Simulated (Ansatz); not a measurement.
Reaction (formal loss of a carbene): `C=NB(C)[SiH3]` → `C=NB[SiH3]` + `[CH2]` (triplet)

Gas-phase electronic energies from Ansatz, PBE0-D4/def2-TZVP geometries. CCSD(T)/CBS adds triple-zeta CCSD(T) − MP2 to the extrapolated MP2 energy (def2 sets, frozen cores). This one scheme is used for every species. DFT in def2-TZVPP. B3LYP here is the variant with VWN-RPA as its local correlation; programs differ in this. Triplets are unrestricted, without spin–orbit coupling. One conformer a species, not always the lowest.

```tsv
level	ΔE (kJ/mol)
ωB97M-V	478.1
B2PLYP	465.0
PBE	474.9
B3LYP	456.6
MP2/def2-TZVPP	479.0
SCS-MP2/def2-TZVPP	476.6
SCS-MP2/def2-QZVPP	484.8
MP2/CBS(def2)	490.9
```

What does CCSD(T)/CBS give? (An estimate is asked.)

Computed: +475.3 kJ/mol. The listed levels differ from it by 2.8, -10.3, -0.4, -18.7, 3.7, 1.3, 9.5, 15.6 kJ/mol.

Largest T1 diagnostic among the species: 0.017.

The D4 term adds +11.3 kJ/mol with B3LYP and +6.3 kJ/mol with PBE0; it sums over pairs of atoms, weighted by their polarisabilities, and B3LYP, whose exchange is more repulsive, gets the larger term. In def2-TZVPP, CCSD(T) changes the Hartree–Fock value by +138.3 kJ/mol (the triples alone add +11.4 kJ/mol) and MP2 by +153.9 kJ/mol. From PBE to PBE0 (25 % exact exchange), in def2-TZVPP and without D4, ΔE moves by −6.9 kJ/mol.
